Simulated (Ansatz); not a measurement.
System: tetramethylgermane, C$_{4}$H$_{12}$Ge, charge 0, multiplicity 1. 
Coordinates optimised at B3LYP-D3(BJ)/def2-TZVP (Ansatz, a first-principles code):
SMILES: [CH3][Ge]([CH3])([CH3])[CH3]
```xyz
17

C     -0.2734    -1.2347    -1.5109
Ge     0.0000     0.0000     0.0000
C     -0.0498     1.8583    -0.6531
C     -1.4269    -0.2663     1.3323
C      1.7501    -0.3572     0.8317
H     -1.2386    -1.0522    -1.9851
H     -0.2491    -2.2702    -1.1688
H      0.5080    -1.1021    -2.2603
H      0.1000     2.5579     0.1702
H     -1.0125     2.0755    -1.1176
H      0.7341     2.0255    -1.3929
H     -2.4051    -0.0729     0.8900
H     -1.4155    -1.2909     1.7063
H     -1.2926     0.4095     2.1779
H      1.7971    -1.3828     1.2000
H      2.5542    -0.2148     0.1085
H      1.9200     0.3176     1.6716
```
Charge 0, spin multiplicity 1.

Property: atomisation energy (electronic, to ground-state atoms), in kcal/mol. Correlated levels leave the core frozen unless marked. UHF or UKS for open shells. No spin-orbit coupling. Frozen are the shells of the preceding noble gas and the d and f shells that filled before the atom's block. Non-relativistic. The coupled-cluster limit lacks core correlation, which all-electron functionals hold. Basis-set limits of correlation are two-point, X^-3; Hartree-Fock from the larger set. The bracket is a focal-point correction in the basis named.

```json
[
 {"level": "HF/aug-cc-pVDZ", "program": "Ansatz", "atomisation energy (kcal/mol)": "1126.5", "minus last row": "-374.3"},
 {"level": "HF/aug-cc-pVTZ", "program": "Ansatz", "atomisation energy (kcal/mol)": "1144.0", "minus last row": "-356.8"},
 {"level": "HF/aug-cc-pVQZ", "program": "Ansatz", "atomisation energy (kcal/mol)": "1145.5", "minus last row": "-355.3"},
 {"level": "revPBE/def2-TZVPD", "program": "Ansatz", "atomisation energy (kcal/mol)": "1463.4", "minus last row": "-37.4"},
 {"level": "r2SCAN-D4/def2-TZVPD", "program": "Ansatz + dftd4", "atomisation energy (kcal/mol)": "1503.5", "minus last row": "2.7"},
 {"level": "B3LYP/def2-TZVPD", "program": "Ansatz", "atomisation energy (kcal/mol)": "1487.3", "minus last row": "-13.5"},
 {"level": "PBE0/STO-3G", "program": "Ansatz", "atomisation energy (kcal/mol)": "1901.9", "minus last row": "401.1"},
 {"level": "PBE0-D4/def2-TZVPD", "program": "Ansatz + dftd4", "atomisation energy (kcal/mol)": "1504.1", "minus last row": "3.3"},
 {"level": "BHLYP-D3(BJ)/def2-TZVPD", "program": "Ansatz + dftd3", "atomisation energy (kcal/mol)": "1476.1", "minus last row": "-24.7"},
 {"level": "B2PLYP/def2-TZVPD", "program": "Ansatz", "atomisation energy (kcal/mol)": "1479.0", "minus last row": "-21.8"},
 {"level": "CCSD/aug-cc-pVDZ", "program": "Ansatz", "atomisation energy (kcal/mol)": "1399.4", "minus last row": "-101.4"},
 {"level": "CCSD/cc-pVTZ", "program": "Ansatz", "atomisation energy (kcal/mol)": "1454.9", "minus last row": "-45.9"},
 {"level": "CCSD(T)/STO-3G", "program": "Ansatz", "atomisation energy (kcal/mol)": "1663.8", "minus last row": "163.0"},
 {"level": "RI-MP2/CBS(cc-pVTZ,cc-pVQZ)+[CCSD(T)-MP2]/cc-pVQZ", "program": "Ansatz", "atomisation energy (kcal/mol)": "1501.4", "minus last row": "0.6"},
 {"level": "CCSD(T)/CBS(cc-pVTZ,cc-pVQZ)", "program": "Ansatz", "atomisation energy (kcal/mol)": "1500.8", "minus last row": "0.0"}
]
```
